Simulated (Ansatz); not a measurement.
Reaction (ligand exchange at a Ge–N bond): `C[N](C)[Ge][OH]` + HCl → `[OH][Ge][Cl]` + `CNC`

Isolated molecules relaxed with PBE0-D4/def2-TZVP in Ansatz; ΔE leaves out vibrations. CCSD(T)/CBS adds triple-zeta CCSD(T) − MP2 to the extrapolated MP2 energy (def2 sets, frozen cores). This one scheme is used for every species. Functionals use def2-TZVPP. For Ge outer-core shells are correlated without core-valence functions, which leaves a few kJ/mol of doubt a bond. Scalar relativity is left out up to krypton. Each species was taken in one conformer, which may not be the lowest.

```tsv
level	ΔE (kcal/mol)
B97M-V	-17.3
CCSD(T)/def2-TZVPP	-13.3
```

(1) What does CCSD(T)/CBS give? (Best estimate.)

Largest T1 diagnostic among the species: 0.014.

## Answers

(1) Computed: -14.3 kcal/mol. The listed levels differ from it by -3.0, 1.0 kcal/mol.

At CCSD(T), def2-SVP lies +1.9 kcal/mol from the extrapolated value and def2-TZVPP +1.1 kcal/mol. Leaving LDA and LC-ωPBE aside and taking each functional with its dispersion term where it has one, the values, not all of them listed here, spread over 2.0 kcal/mol, from BHLYP-D4 to revPBE-D4. LDA lies +4.4 kcal/mol from PBE without D4. In def2-TZVPP, CCSD(T) changes the Hartree–Fock value by +8.4 kcal/mol (the triples alone add +1.1 kcal/mol) and MP2 by +8.9 kcal/mol.
